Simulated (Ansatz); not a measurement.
A run for Ansatz (a quantum-chemistry and plane-wave program): U-B3LYP/def2-TZVPP on InP, 2S+1 = 3, a point of a bond scan (R = 3.209 Å). Elements past Kr take the def2 small-core potentials; no spin–orbit coupling.

Ansatz 0.2 input:
```yaml
crystal:
  periodic: [false, false, false]
  atoms:
    - {symbol: In, position_ang: [-0.00000000, -0.00000000, -0.62680193]}
    - {symbol: P, position_ang: [0.00000000, 0.00000000, 2.58242397]}
basis:
  gaussian:
    orbitals: def2-TZVPP
hamiltonian:
  xc: {name: B3LYP}
magnetization: {spin_polarized: true, initial_magnetization: 2}
```

The head of its log:

```
WARN ansatz: RAYON_NUM_THREADS=2 ignored (pool sized by the plan → 2); use --threads N
Functional definition: B3LYP
integrals: 0.03 GiB planned
762 factors; their error is unknown
mean field: 0.33 GiB planned
mean field evaluation 1: about -14461.9226 eV, gradient 1.2e1 eV
mean field evaluation 2: about -14439.6965 eV, gradient 4.5e1 eV
```

### Question
What total energy does the run end on?

### Answer
-531.5233 hartree.
